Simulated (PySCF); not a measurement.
**Vertical excitation energies**

Species: C4H7NO2S.
SMILES: `C[C@@H](C#N)S(C)(=O)=O`

Level of theory: TDDFT PBE0/def2-SVPD, vertical, gas phase, core orbitals frozen in the response in PySCF. One conformer (not necessarily the lowest) at the GFN2-xTB geometry, without solvent, vibrations or thermal averaging. Torsions of this conformer, `[CH3:1][C@@H:2]([C:3]#[N:4])[S:5]([CH3:6])(=[O:7])=[O:8]`: C1–C2–S5–C6 -173°.

| state | λ (nm) | E (eV) | f | \|μ\| (D) | main configurations (H = HOMO, L = LUMO) |
| --- | --- | --- | --- | --- | --- |
| S1 | 173.6 | 7.14 | 0.142 | 2.29 | H→L (91%) |
| S2 | 170.4 | 7.28 | 0.0016 | 0.24 | H→L+1 (67%), H-4→L (13%) |
| S3 | 169.0 | 7.34 | 0.0021 | 0.28 | H-1→L (96%) |
| S4 | 164.9 | 7.52 | 0.0012 | 0.20 | H-4→L (68%), H→L+1 (18%), H-2→L (10%) |
| S5 | 156.7 | 7.91 | 0.0034 | 0.34 | H→L+2 (53%), H-1→L+1 (11%), H→L+3 (10%) |
| S6 | 155.6 | 7.97 | 0.0022 | 0.27 | H-1→L+1 (70%), H→L+2 (13%) |

Triplets, Tamm–Dancoff:

| state | E (eV) | λ (nm) | main configurations (H = HOMO, L = LUMO) |
| --- | --- | --- | --- |
| T1 | 5.91 | 209.7 | H→L (65%), H-5→L (9%) |
| T2 | 6.68 | 185.6 | H-4→L+1 (26%), H-4→L+2 (15%), H-4→L (13%) |

The lowest singlet lies at 7.14 eV (174 nm, vacuum ultraviolet) and is of moderate strength; its leading configuration is HOMO→LUMO (91%). The lowest level is also the most intense of those listed (f = 0.142). Löwdin shares by element: HOMO oxygen 43%, carbon 13% or more, sulfur 12% (atoms not listed hold the other 32%); LUMO carbon 37% or more, nitrogen 28%, sulfur 13% (atoms not listed hold the other 22%). Weighted by f, the mean energy of these states is 7.18 eV. The oscillator strengths of these states sum to 0.153; summed over the whole spectrum of an exact calculation they would give the number of electrons, 70 (Thomas–Reiche–Kuhn). The listed states span 0.83 eV, and the widest gap between neighbours is 0.39 eV (S4 to S5). The window holds the lowest 6 singlets.
